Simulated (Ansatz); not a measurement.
`F[SiH](F)[O][GeH3]` → `F[Si]F` + `[OH][GeH3]`  (silylene formation by 1,1-elimination)

Computed with Ansatz on PBE0-D4/def2-TZVP structures; ΔE is electronic, products minus reactants. CCSD(T)/CBS adds triple-zeta CCSD(T) − MP2 to the extrapolated MP2 energy (def2 sets, frozen cores). This one scheme is used for every species. DFT in def2-TZVPP. B3LYP here is the variant with VWN-RPA as its local correlation; programs differ in this. HSE06 is defined as in plane-wave codes. For Ge outer-core shells are correlated without core-valence functions, which leaves a few kJ/mol of doubt a bond. Scalar relativity is left out up to krypton. Each species was taken in one conformer, which may not be the lowest.

`F[SiH](F)[O][GeH3]`:

Cartesian coordinates in Å:
```
F -1.233 -0.930 -1.798
Si -0.992 0.472 -1.097
F 0.084 1.219 -1.994
O -0.451 0.279 0.394
Ge 0.953 -0.439 1.237
H -2.242 1.236 -1.107
H 0.370 -1.139 2.468
H 1.637 -1.424 0.280
H 1.874 0.726 1.617
```

`F[Si]F`:

Z-matrix (Å, degrees):
```
Si
F 1 1.602
F 1 1.602 2 100.6
```

`[OH][GeH3]`:

Z-matrix (Å, degrees):
```
Ge
O 1 1.783
H 1 1.531 2 104.3
H 1 1.541 2 109.9 3 119.6
H 1 1.541 2 109.9 3 -119.6
H 2 0.959 1 112.7 3 180.0
```

| level | ΔE (kJ/mol) | difference from CCSD(T)/CBS |
| --- | --- | --- |
| BLYP-D4 | 255.9 | -33.3 |
| r2SCAN-D4 | 300.6 | 11.4 |
| HSE06-D4 | 285.7 | -3.5 |
| B2PLYP | 279.9 | -9.3 |
| r2SCAN | 298.3 | 9.1 |
| B3LYP | 264.1 | -25.1 |
| HSE06 | 278.4 | -10.8 |
| RPA@PBE/def2-TZVPP | 268.8 | -20.4 |
| HF/def2-SVP | 300.1 | 10.9 |
| MP2/def2-SVP | 290.4 | 1.2 |
| CCSD(T)/def2-SVP | 272.9 | -16.3 |
| SCS-MP2/def2-TZVPP | 294.8 | 5.6 |
| CCSD(T)/def2-TZVPP | 286.2 | -3.0 |
| HF/def2-QZVPP | 309.2 | 20.0 |
| MP2/def2-QZVPP | 302.1 | 12.9 |
| HF/CBS(def2) | 309.4 | 20.2 |
| CCSD(T)/CBS | 289.2 | 0 |

Largest T1 diagnostic among the species: 0.015.

At CCSD(T), def2-SVP lies −16.3 kJ/mol from the extrapolated value and def2-TZVPP −3.0 kJ/mol. In def2-TZVPP, CCSD(T) changes the Hartree–Fock value by −21.9 kJ/mol (the triples alone add −2.6 kJ/mol) and MP2 by −8.1 kJ/mol. From PBE to PBE0 (25 % exact exchange), in def2-TZVPP and without D4, ΔE moves by +25.7 kJ/mol.
